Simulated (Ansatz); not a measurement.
YBr₃. The state is a singlet with charge 0. Geometry r2SCAN-D4/def2-SVP; atoms count from 1.

```xyz
4

Y     0.000    0.000    0.000
Br   -1.573   -1.747    1.093
Br   -0.765    1.288   -2.116
Br    2.337    0.459    1.023
```

In the def2 sets Y takes a core potential; there is no spin–orbit coupling.

(1) Estimate the Mulliken populations from the PBE0/def2-TZVP orbitals of Ansatz.

(2) And the Mayer bond orders between bonded heavy atoms (over 0.3)?

## Answers

(1) 
```csv
atom,charge (e),d electrons
Y1,1.26,1.12
Br2,-0.42,–
Br3,-0.42,–
Br4,-0.42,–
```
Mulliken values and Mayer orders depend strongly on the basis.

(2) Y1–Br2 1.02 (2.59 Å); Y1–Br3 1.02 (2.59 Å); Y1–Br4 1.02 (2.59 Å).
